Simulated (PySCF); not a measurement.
HF$_{2}$GaO (SMILES [OH][Ga]([F])[F]), singlet, at a GFN2-xTB geometry (such geometries of metal compounds can be far from the true shape). Base run: HF/6-31G run with PySCF.

The PySCF input:
```python
from pyscf import gto, scf, solvent

mol = gto.M(
    atom='''
Ga    0.016607    0.022287   -0.002115
F    -1.416887   -0.943450   -0.221159
F     0.018977    1.614125   -0.668444
O     1.354942   -0.647724    0.861279
H     1.226835   -1.545170    1.181766
''',
    basis='6-31g',
    charge=0,
    spin=0,
    verbose=4,
)

mf = scf.RHF(mol)
mf.kernel()
mf.analyze()
```

Each row names what was changed in the base input (with any setting that the change needs).

```json
[
 {"change": "base", "ΔE vs base (kJ/mol)": "0.00", "dipole (D)": "2.38", "HOMO-LUMO gap (eV)": "15.80"},
 {"change": "model = IEF-PCM; solvent = dimethylsulfoxide", "ΔE vs base (kJ/mol)": "-75.6", "dipole (D)": "2.65", "HOMO-LUMO gap (eV)": "15.89"},
 {"change": "model = IEF-PCM; solvent = dichloromethane; lebedev_order = 11", "ΔE vs base (kJ/mol)": "-64.0", "dipole (D)": "2.60", "HOMO-LUMO gap (eV)": "15.86"},
 {"change": "model = IEF-PCM; solvent = dichloromethane; vdw_scale = 1.0", "ΔE vs base (kJ/mol)": "-138.6", "dipole (D)": "2.67", "HOMO-LUMO gap (eV)": "16.01"},
 {"change": "model = IEF-PCM; solvent = chloroform", "ΔE vs base (kJ/mol)": "-54.7", "dipole (D)": "2.58", "HOMO-LUMO gap (eV)": "15.85"},
 {"change": "model = IEF-PCM; solvent = water", "ΔE vs base (kJ/mol)": "-76.6", "dipole (D)": "2.65", "HOMO-LUMO gap (eV)": "15.89"},
 {"change": "model = IEF-PCM; solvent = dichloromethane; vdw_scale = 1.1", "ΔE vs base (kJ/mol)": "-93.5", "dipole (D)": "2.64", "HOMO-LUMO gap (eV)": "15.93"},
 {"change": "model = IEF-PCM; solvent = dichloromethane; lebedev_order = 41", "ΔE vs base (kJ/mol)": "-65.2", "dipole (D)": "2.61", "HOMO-LUMO gap (eV)": "15.87"},
 {"change": "model = IEF-PCM; solvent = dichloromethane", "ΔE vs base (kJ/mol)": "-65.1", "dipole (D)": "2.61", "HOMO-LUMO gap (eV)": "15.87"},
 {"change": "model = IEF-PCM; solvent = dichloromethane; r_probe = 0.5", "ΔE vs base (kJ/mol)": "-24.82", "dipole (D)": "2.52", "HOMO-LUMO gap (eV)": "15.81"},
 {"change": "model = IEF-PCM; solvent = dichloromethane; vdw_scale = 1.4", "ΔE vs base (kJ/mol)": "-34.4", "dipole (D)": "2.56", "HOMO-LUMO gap (eV)": "15.80"},
 {"change": "model = ddCOSMO; solvent = dichloromethane", "ΔE vs base (kJ/mol)": "-50.7", "dipole (D)": "2.57", "HOMO-LUMO gap (eV)": "15.88"}
]
```

The base is the gas phase, so ΔE is the electrostatic part of solvation at a fixed geometry, without cavity and dispersion terms.
